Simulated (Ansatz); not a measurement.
**Nudged elastic band run: C2H9AlClN**

Input file:

```yaml
crystal:
  periodic: [false, false, false]
  atoms:
    - { symbol: Al, position_ang: [-0.13155, 0.409052, -0.081725] }
    - { symbol: C, position_ang: [1.683813, 0.066747, 0.612908] }
    - { symbol: C, position_ang: [-0.730882, -0.092991, -1.884056] }
    - { symbol: "N", position_ang: [-1.18153, 1.47949, 0.893764] }
    - { symbol: H, position_ang: [0.459929, -2.441772, 1.561693] }
    - { symbol: Cl, position_ang: [-0.690676, -2.472568, 0.98997] }
    - { symbol: H, position_ang: [1.716363, 0.001542, 1.70857] }
    - { symbol: H, position_ang: [2.36454, 0.882111, 0.333898] }
    - { symbol: H, position_ang: [2.123725, -0.852501, 0.205439] }
    - { symbol: H, position_ang: [-0.530721, -1.149769, -2.100298] }
    - { symbol: H, position_ang: [-0.207103, 0.492533, -2.652113] }
    - { symbol: H, position_ang: [-1.805319, 0.075198, -2.029635] }
    - { symbol: H, position_ang: [-2.115977, 1.762052, 0.631544] }
    - { symbol: H, position_ang: [-0.954511, 1.840675, 1.81004] }
basis:
  gaussian: { orbitals: "6-31G*" }
hamiltonian:
  xc: pbe0
neb:
  order_check: false
  images: 7
  f_tol: 0.03
  max_iterations: 60
  initial_path: linear
  final_atoms:
    - { symbol: Al, position_ang: [-1.2602265, -0.07049791, 0.07240447] }
    - { symbol: C, position_ang: [2.02469775, -0.47767585, 0.74597227] }
    - { symbol: C, position_ang: [-0.74834151, -0.26927588, -1.79473604] }
    - { symbol: "N", position_ang: [-1.42770013, 1.48310883, 0.91074595] }
    - { symbol: H, position_ang: [1.41560017, -1.367505, 0.93380672] }
    - { symbol: Cl, position_ang: [-1.78356181, -1.77095648, 1.23109529] }
    - { symbol: H, position_ang: [2.95063938, -0.55837431, 1.3209877] }
    - { symbol: H, position_ang: [1.4890298, 0.42276103, 1.0655658] }
    - { symbol: H, position_ang: [2.26171529, -0.40950177, -0.31912441] }
    - { symbol: H, position_ang: [-0.00436721, -1.06421444, -1.91668165] }
    - { symbol: H, position_ang: [-0.32767944, 0.65491112, -2.20673416] }
    - { symbol: H, position_ang: [-1.61482543, -0.5429179, -2.40877432] }
    - { symbol: H, position_ang: [-1.23958138, 2.38579181, 0.49723559] }
    - { symbol: H, position_ang: [-1.73529798, 1.58414576, 1.86823579] }
```

Run as:

```bash
$ ansatz run input.yaml --threads 2 --pin off --max-ram 3072MiB --backend cpu --events-out ev --progress --plain --runs-dir out
```

Output, in part (warnings, iteration lines, the closing report on the highest movable image, with atoms numbered from 0):

```
NEB end point (image 0): max|allowed force component| = 2.006e-2 eV/Å (the criterion of neb.relax_end_points is 1.000e-2)
NEB end point (image 8): max|allowed force component| = 2.267e-2 eV/Å (the criterion of neb.relax_end_points is 1.000e-2)
NEB iter   1: max|band force component| = 1.806e1 eV/Å  barrier→ = 8.4148 eV  barrier← = 10.4306 eV  Δτ_max = 0.2000 Å  (238 SCF iters)
NEB iter   2: max|band force component| = 4.107e0 eV/Å  barrier→ = 1.9799 eV  barrier← = 3.9958 eV  Δτ_max = 0.2000 Å  (207 SCF iters)
NEB iter   3: max|band force component| = 8.205e0 eV/Å  barrier→ = 0.8087 eV  barrier← = 2.8245 eV  Δτ_max = 0.1039 Å  (194 SCF iters)
NEB iter   4: max|band force component| = 2.310e0 eV/Å  barrier→ = 0.3555 eV  barrier← = 2.3714 eV  Δτ_max = 0.2000 Å  (195 SCF iters)
NEB iter   5: max|band force component| = 1.045e0 eV/Å  barrier→ = 0.2839 eV  barrier← = 2.2997 eV  Δτ_max = 0.2000 Å  (192 SCF iters)
NEB iter   6: max|band force component| = 1.107e0 eV/Å  barrier→ = 0.2744 eV  barrier← = 2.2903 eV  Δτ_max = 0.1042 Å  (190 SCF iters)
NEB iter   7: max|band force component| = 7.680e-1 eV/Å  barrier→ = 0.2660 eV  barrier← = 2.2818 eV  Δτ_max = 0.0873 Å  (194 SCF iters)
NEB iter   8: max|band force component| = 2.230e-1 eV/Å  barrier→ = 0.2478 eV  barrier← = 2.2637 eV  CI = image 3  Δτ_max = 0.0899 Å  (194 SCF iters)
NEB iter   9: max|band force component| = 1.415e-1 eV/Å  barrier→ = 0.2463 eV  barrier← = 2.2622 eV  CI = image 3  Δτ_max = 0.0456 Å  (187 SCF iters)
NEB iter  10: max|band force component| = 8.885e-2 eV/Å  barrier→ = 0.2434 eV  barrier← = 2.2592 eV  CI = image 3  Δτ_max = 0.0614 Å  (184 SCF iters)
NEB iter  11: max|band force component| = 6.855e-2 eV/Å  barrier→ = 0.2413 eV  barrier← = 2.2571 eV  CI = image 3  Δτ_max = 0.0534 Å  (186 SCF iters)
NEB iter  12: max|band force component| = 4.814e-2 eV/Å  barrier→ = 0.2394 eV  barrier← = 2.2553 eV  CI = image 3  Δτ_max = 0.0428 Å  (189 SCF iters)
NEB iter  13: max|band force component| = 3.407e-2 eV/Å  barrier→ = 0.2386 eV  barrier← = 2.2545 eV  CI = image 3  Δτ_max = 0.0292 Å  (195 SCF iters)
NEB iter  14: max|band force component| = 2.190e-2 eV/Å  barrier→ = 0.2383 eV  barrier← = 2.2542 eV  CI = image 3  Δτ_max = 0.0000 Å  (371 SCF iters)
Total energy: -22818.77301435 eV, -838.5744411574 hartree
Atom 0 at    -0.283222     0.188677    -0.027533 Å, force    -0.006865     0.010356     0.012008 eV/Å
Atom 1 at     1.532571    -0.283095     0.791806 Å, force    -0.019477    -0.005904     0.003251 eV/Å
Atom 2 at    -0.628223    -0.308578    -1.883710 Å, force    -0.002409     0.006254    -0.003007 eV/Å
Atom 3 at    -1.000858     1.630886     0.742901 Å, force     0.012053    -0.016889    -0.008865 eV/Å
Atom 4 at     0.269158    -1.303384     1.179050 Å, force    -0.013007    -0.001476    -0.018748 eV/Å
Atom 5 at    -0.968452    -1.998267     1.234025 Å, force     0.010092    -0.002792     0.011794 eV/Å
Atom 6 at     1.768885    -0.500274     1.841668 Å, force     0.004225     0.009962     0.001800 eV/Å
Atom 7 at     1.923372     0.738091     0.643618 Å, force     0.015574     0.000914    -0.002467 eV/Å
Atom 8 at     2.133420    -0.949515     0.163847 Å, force    -0.003920     0.001126     0.000650 eV/Å
Atom 9 at    -0.323171    -1.339249    -2.095541 Å, force     0.002421    -0.000445     0.003051 eV/Å
Atom 10 at    -0.090514     0.347065    -2.579822 Å, force     0.001900    -0.001279    -0.002240 eV/Å
Atom 11 at    -1.695616    -0.229353    -2.122959 Å, force     0.001857     0.000001    -0.002186 eV/Å
Atom 12 at    -1.878912     2.036973     0.448858 Å, force     0.000057    -0.001322     0.000336 eV/Å
Atom 13 at    -0.758336     1.969823     1.663791 Å, force    -0.002500     0.001495     0.004623 eV/Å
Dipole moment:     0.201956     0.285452     0.051670 e Å
```

It converged. Neighbouring images differ by up to 1.3 eV, so the band resolves the path poorly. Another band between the same ends (7 images) ends at a top of the same energy, where a vibrational analysis finds 1 clearly imaginary mode. The orbitals stay closed-shell, which can raise the energy where a bond breaks towards radicals; this wasn't checked here.

Final band (atoms are numbered from 1 in the order of the input):

```json
{"image": "0", "path coordinate (Å)": "0.00", "energy (kJ/mol)": "0.0", "Al1–C2 (Å)": "1.97", "H5–Cl6 (Å)": "1.29", "Al1–Cl6 (Å)": "3.12"}
{"image": "1", "path coordinate (Å)": "0.59", "energy (kJ/mol)": "1.5", "Al1–C2 (Å)": "1.98", "H5–Cl6 (Å)": "1.29", "Al1–Cl6 (Å)": "3.06"}
{"image": "2", "path coordinate (Å)": "1.19", "energy (kJ/mol)": "9.5", "Al1–C2 (Å)": "1.99", "H5–Cl6 (Å)": "1.30", "Al1–Cl6 (Å)": "2.97"}
{"image": "3", "path coordinate (Å)": "1.78", "energy (kJ/mol)": "23.0", "Al1–C2 (Å)": "2.05", "H5–Cl6 (Å)": "1.42", "Al1–Cl6 (Å)": "2.62"}
{"image": "4", "path coordinate (Å)": "2.53", "energy (kJ/mol)": "-102.6", "Al1–C2 (Å)": "2.35", "H5–Cl6 (Å)": "2.01", "Al1–Cl6 (Å)": "2.28"}
{"image": "5", "path coordinate (Å)": "3.27", "energy (kJ/mol)": "-164.9", "Al1–C2 (Å)": "2.75", "H5–Cl6 (Å)": "2.45", "Al1–Cl6 (Å)": "2.15"}
{"image": "6", "path coordinate (Å)": "4.01", "energy (kJ/mol)": "-185.8", "Al1–C2 (Å)": "3.09", "H5–Cl6 (Å)": "2.72", "Al1–Cl6 (Å)": "2.13"}
{"image": "7", "path coordinate (Å)": "4.76", "energy (kJ/mol)": "-193.4", "Al1–C2 (Å)": "3.34", "H5–Cl6 (Å)": "3.07", "Al1–Cl6 (Å)": "2.12"}
{"image": "8", "path coordinate (Å)": "5.50", "energy (kJ/mol)": "-194.5", "Al1–C2 (Å)": "3.38", "H5–Cl6 (Å)": "3.24", "Al1–Cl6 (Å)": "2.12"}
```

The run took 4.5 min on 2 threads of Intel(R) Xeon(R) Platinum 8488C (Sapphire Rapids), on a shared host, peak memory 0.27 GiB.
